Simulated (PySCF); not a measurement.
BClI2, SMILES ClB(I)I. Geometry: r2SCAN-D4/def2-SVP. The def2 effective core potentials stand for the cores of I; spin–orbit coupling is left out.

Computed equilibrium geometry at r2SCAN-D4/def2-SVP (PySCF confirms it by a frequency run) as a Z-matrix, and its point group:
point group C2v.
```
B
Cl 1 1.7436
I 1 2.1316 2 119.92
I 1 2.1316 2 119.92 3 180.00
```
